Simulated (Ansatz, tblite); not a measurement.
Removing and adding an electron: `COc1ccc(-c2ccc(C#Cc3ccc(C#Cc4ccc(C#Cc5ccc(C(F)=C(F)F)cc5)cc4)cc3)cc2)cc1`. Charge 0, multiplicity 1. Geometry: PBE-D4/def2-SVP. Ansatz, gas phase; energy differences of separate SCF runs; the oxidised species was run as a doublet alone; the reduced species was run as a doublet alone.

```xyz
66

C   -10.447   11.663    1.741
O   -10.487   10.399    2.377
C    -9.508    9.500    2.090
C    -8.438    9.733    1.202
C    -7.485    8.729    0.982
C    -7.557    7.476    1.629
C    -6.541    6.428    1.392
C    -6.174    5.516    2.412
C    -5.213    4.528    2.197
C    -4.568    4.405    0.939
C    -3.585    3.405    0.715
C    -2.729    2.537    0.525
C    -1.741    1.541    0.309
C    -1.153    1.361   -0.973
C    -0.181    0.386   -1.182
C     0.251   -0.454   -0.119
C     1.246   -1.443   -0.330
C     2.114   -2.301   -0.511
C     3.116   -3.285   -0.715
C     3.652   -3.523   -2.010
C     4.638   -4.486   -2.209
C     5.134   -5.257   -1.123
C     6.142   -6.235   -1.324
C     7.021   -7.083   -1.499
C     8.035   -8.057   -1.697
C     8.577   -8.782   -0.601
C     9.573   -9.737   -0.789
C    10.074  -10.014   -2.087
C    11.116  -11.001   -2.359
F    11.470  -11.149   -3.658
C    11.788  -11.797   -1.487
F    12.718  -12.658   -1.858
F    11.595  -11.807   -0.175
C     9.534   -9.295   -3.183
C     8.538   -8.339   -2.994
C     4.596   -5.021    0.172
C     3.609   -4.059    0.371
C    -0.339   -0.276    1.162
C    -1.313    0.698    1.371
C    -4.933    5.315   -0.089
C    -5.896    6.298    0.138
C    -8.641    7.266    2.518
C    -9.599    8.252    2.745
H   -11.326   12.226    2.108
H   -10.511   11.574    0.633
H    -9.523   12.229    1.999
H    -8.330   10.696    0.686
H    -6.642    8.942    0.308
H    -6.636    5.605    3.407
H    -4.937    3.839    3.008
H    -1.476    2.006   -1.802
H     0.267    0.257   -2.178
H     3.278   -2.932   -2.858
H     5.045   -4.659   -3.216
H     8.199   -8.579    0.412
H     9.966  -10.274    0.083
H     9.911   -9.499   -4.194
H     8.132   -7.790   -3.856
H     4.972   -5.611    1.020
H     3.202   -3.885    1.377
H    -0.015   -0.920    1.992
H    -1.761    0.826    2.367
H    -4.452    5.228   -1.074
H    -6.178    6.970   -0.686
H    -8.749    6.293    3.021
H   -10.446    8.081    3.425
```

The xTB rows come from tblite. Single mean-field runs in def2-SVP are fitted with def2-universal-jkfit.

```
           level  −HOMO (eV)  vertical IE (eV)  −LUMO (eV)  vertical EA (eV)  HOMO–LUMO gap (eV)  IE − EA (eV)
        GFN1-xTB       10.81             12.03        8.90              7.61                1.91          4.42
        GFN2-xTB        9.85             11.13        8.08              6.70                1.77          4.43
 PBE-D4/def2-SVP        4.86              6.06        2.95              1.77                1.91          4.29
PBE0-D4/def2-SVP        5.68              6.55        2.43              1.60                3.26          4.95
```

 Raw xTB energy differences between charge states are shifted by several eV; the methods need an empirical correction for them. Sets without diffuse functions give affinities that are too small.
